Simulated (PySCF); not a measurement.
**Solvent effects on NMR parameters**

Molfile (atoms numbered from 1):
```
C3H9NO2Si
     RDKit          3D

 16 16  0  0  0  0  0  0  0  0999 V2000
    1.7484    1.1390    0.4348 N   0  0  0  0  0  0  0  0  0  0  0  0
    1.9452   -0.2283   -0.0157 C   0  0  0  0  0  0  0  0  0  0  0  0
    0.2531   -0.9570   -0.3572 Si  0  0  0  0  0  4  0  0  0  0  0  0
   -0.5985   -1.2788    1.0492 O   0  0  0  0  0  0  0  0  0  0  0  0
   -1.8122   -0.5522    1.0476 C   0  0  0  0  0  0  0  0  0  0  0  0
   -1.6292    0.6464    0.1080 C   0  0  0  0  0  0  0  0  0  0  0  0
   -0.7834    0.2271   -0.9505 O   0  0  0  0  0  0  0  0  0  0  0  0
    1.3458    1.7007   -0.3124 H   0  0  0  0  0  0  0  0  0  0  0  0
    2.6244    1.5773    0.7075 H   0  0  0  0  0  0  0  0  0  0  0  0
    2.6098   -0.3625   -0.8975 H   0  0  0  0  0  0  0  0  0  0  0  0
    2.3943   -0.8290    0.7955 H   0  0  0  0  0  0  0  0  0  0  0  0
    0.3143   -2.1287   -1.2746 H   0  0  0  0  0  0  0  0  0  0  0  0
   -2.6362   -1.2017    0.6970 H   0  0  0  0  0  0  0  0  0  0  0  0
   -2.0501   -0.2246    2.0724 H   0  0  0  0  0  0  0  0  0  0  0  0
   -2.5905    0.9942   -0.3024 H   0  0  0  0  0  0  0  0  0  0  0  0
   -1.1519    1.4821    0.6510 H   0  0  0  0  0  0  0  0  0  0  0  0
  1  2  1  0
  2  3  1  0
  3  4  1  0
  4  5  1  0
  5  6  1  0
  6  7  1  0
  7  3  1  0
  1  8  1  0
  1  9  1  0
  2 10  1  0
  2 11  1  0
  3 12  1  0
  5 13  1  0
  5 14  1  0
  6 15  1  0
  6 16  1  0
M  END
```

GIAO PBE0/pcSseg-1 in PySCF 2.14.0 with density-fitted response routines on one PBE0-D3(BJ)/def2-SVP conformer, non-relativistic, equivalent nuclei averaged. Solvents enter as an IEF-PCM continuum (benzene with ε = 2.3, acetonitrile with ε = 35.7) around the gas-phase geometry. Shifts are referred to TMS computed in the same medium.

Gas phase, δ in ppm: C5/C6 67.5, C2 33.3, Si3 15.7, H12 5.03, H14/H16 4.08, H13/H15 3.90, H10/H11 2.29, H8/H9 0.18. Dipole moment 1.25 D.

Task: How does each δ change in the continuum?

Result: 
| atoms | environment | Δδ, benzene | Δδ, acetonitrile |
| --- | --- | --- | --- |
| C5/C6 | sp3 CH2 bonded to O | +0.4 | +1.0 |
| C2 | sp3 CH2 bonded to N and Si | +0.3 | +0.8 |
| Si3 | silicon bonded to C, 2 O, H, in a 5-membered ring | +0.8 | +1.8 |
| H12 | hydrogen on a silicon bonded to C, 2 O, in a 5-membered ring | -0.01 | -0.03 |
| H14/H16 | hydrogen on an sp3 CH2 bonded to O | +0.04 | +0.06 |
| H13/H15 | hydrogen on an sp3 CH2 bonded to O | +0.07 | +0.17 |
| H10/H11 | hydrogen on an sp3 CH2 bonded to N and Si | +0.06 | +0.14 |
| H8/H9 | hydrogen on an amine nitrogen | +0.15 | +0.34 |

Changes are relative to the gas phase. The dipole moment becomes 1.36 D in benzene, 1.48 D in acetonitrile.

Task: Which nuclei move most (in ppm), and what does the model miss?

Result: Si3 (silicon bonded to C, 2 O, H, in a 5-membered ring, +1.8 ppm) in acetonitrile. A continuum only polarises the solute; specific hydrogen bonds, the anisotropy of aromatic solvents and changes of geometry or conformer are outside it.
